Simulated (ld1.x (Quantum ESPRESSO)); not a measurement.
## Building the RRKJ potential for Cu (PBE, scalar-relativistic).

```json
{
  "Element": "copper (Cu)",
  "Generator": "ld1.x (Quantum ESPRESSO) 7.5",
  "Type": "norm-conserving RRKJ (Kleinman–Bylander form)",
  "Functional": "PBE",
  "Relativity": "scalar-relativistic",
  "Frozen core": "[Ar]",
  "Valence charge": "11",
  "Reference configuration": "3d10 4s1 4p0",
  "Partial waves": "4s (bound): rc 2.35 bohr; 4p (bound, empty): rc 3.35 bohr; 3d (bound): rc 1.00 bohr",
  "Local potential": "the d channel",
  "Core correction": "a·sin(br)/r model core inside 0.55 bohr",
  "rho0": "0.005"
}
```

* Cutoffs needed: 230 Ry and over 300 Ry (the cutoffs (Ry, on a coarse ladder) from which the occupation-weighted sum of valence levels, in a spherical-Bessel basis at the reference potential, stays within 10 and 1 mRy of its value at 400 Ry)
* Ghost test: ghost states, extra bound levels that the all-electron valence spectrum of the same l lacks: s at -380.8 eV, p at -192.3 eV; a true bound ghost makes a file unfit for plane-wave use (spherical-Bessel basis up to 400 Ry, 20 bohr box)
* Largest excitation error: -464 meV (all-electron minus pseudo) for 3d8 4s0 4p0, out of 7 test configurations
